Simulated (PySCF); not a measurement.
1,1-bromofluoroethene, C2H2BrF.
Z-matrix (Å and degrees, PBE0-D3(BJ)/def2-SVP geometry), rows numbered from 1:
```
C 
C   1  1.3267
F   2  1.3178  1  123.04
Br  2  1.8764  1  124.71  3   179.80
H   1  1.0880  2  120.82  3  -179.99
H   1  1.0917  2  119.02  3     0.04
```

Computed, not measured: PBE0-D3(BJ)/def2-SVP geometry optimisation, gas phase in PySCF.

Masses are those of the commonest isotopes; rigid-rotor values at the optimised geometry. 

(1) What are A, B and C (GHz)?

(2) What kind of rotor is it?

(3) Is it planar, by Δ = Ic − Ia − Ib?

(4) Where do the levels up to J = 5 lie, in MHz?

(5) Predict some low-J microwave lines.

(6) Estimate the classical rotational partition function at 100 K, 298.15 K and 500 K.

## Answers

(1) Ia = 47.12, Ib = 162.40, Ic = 209.52 u·Å²; 505379 MHz·u·Å²/I gives 10726, 3112 and 2412 MHz, that is A = 10.726, B = 3.1119, C = 2.4121 GHz.

(2) An asymmetric top: κ = (2 × 3112 − 10726 − 2412)/(10726 − 2412) = -0.83.

(3) Planar: Δ = Ic − Ia − Ib = 0.00 u·Å². For a rigid frame Δ = −2 Σ m c², so it vanishes when all atoms lie in the ab plane; here none is more than 0.01 Å from it.

(4) Above 0(0,0):
J = 1: 1(0,1) 5524, 1(1,1) 13138, 1(1,0) 13838
J = 2: 2(0,2) 16526, 2(1,2) 23486, 2(1,1) 25585, 2(2,1) 48427, 2(2,0) 48473
J = 3: 3(0,3) 32915, 3(1,3) 38980, 3(1,2) 43177, 3(2,2) 64999, 3(2,1) 65227, 3(3,1) 104845, 3(3,0) 104847
J = 4: 4(0,4) 54561, 4(1,4) 59589, 4(1,3) 66574, 4(2,3) 87058, 4(2,2) 87736, 4(3,2) 127027, 4(3,1) 127041, 4(4,1) 182695, 4(4,0) 182695
J = 5: 5(0,5) 81315, 5(1,5) 85277, 5(1,4) 95721, 5(2,4) 114576, 5(2,3) 116120, 5(3,3) 154786, 5(3,2) 154839, 5(4,2) 210417, 5(4,1) 210417, 5(5,1) 281996, 5(5,0) 281996
Those of J = 1 are B + C, A + C and A + B.

(5) The dipole components are |μa| = 0.37 D, |μb| = 1.11 D, |μc| = 0.00 D; the mirror of this Cs structure is the ab plane, so μc vanishes by symmetry and there are no c-type lines. Intensities carry the squares of the components, which stand as 0.11 : 1.00 (a : b). Some lines, for components of 0.1 D or more:

| type | branch | J(Ka,Kc) | MHz | lower level (cm⁻¹) |
| --- | --- | --- | --- | --- |
| a | Q | 1(1,0) ← 1(1,1) | 700 | 0.438 |
| a | Q | 2(1,1) ← 2(1,2) | 2099 | 0.783 |
| b | R | 2(0,2) ← 1(1,1) | 3388 | 0.438 |
| a | R | 1(0,1) ← 0(0,0) | 5524 | 0.000 |
| b | Q | 1(1,0) ← 1(0,1) | 8314 | 0.184 |
| b | Q | 2(1,1) ← 2(0,2) | 9060 | 0.551 |
| a | R | 2(1,2) ← 1(1,1) | 10348 | 0.438 |
| a | R | 2(0,2) ← 1(0,1) | 11002 | 0.184 |
| a | R | 2(1,1) ← 1(1,0) | 11748 | 0.462 |
| b | R | 1(1,1) ← 0(0,0) | 13138 | 0.000 |
| b | R | 2(1,2) ← 1(0,1) | 17962 | 0.184 |
| b | Q | 2(2,0) ← 2(1,1) | 22888 | 0.853 |
| b | Q | 2(2,1) ← 2(1,2) | 24941 | 0.783 |
| b | R | 2(2,1) ← 1(1,0) | 34589 | 0.462 |
| b | R | 2(2,0) ← 1(1,1) | 35335 | 0.438 |

(6) Point group Cs, symmetry number σ = 1; q = (√π/σ)·√((kT/h)³/(ABC)), k/h = 20836.6 MHz/K: 18800 at 100 K, 96700 at 298.15 K, 210000 at 500 K.

No frequency check. Zero-point vibration and centrifugal distortion are left out. Quadrupole hyperfine structure (79Br) is left out.
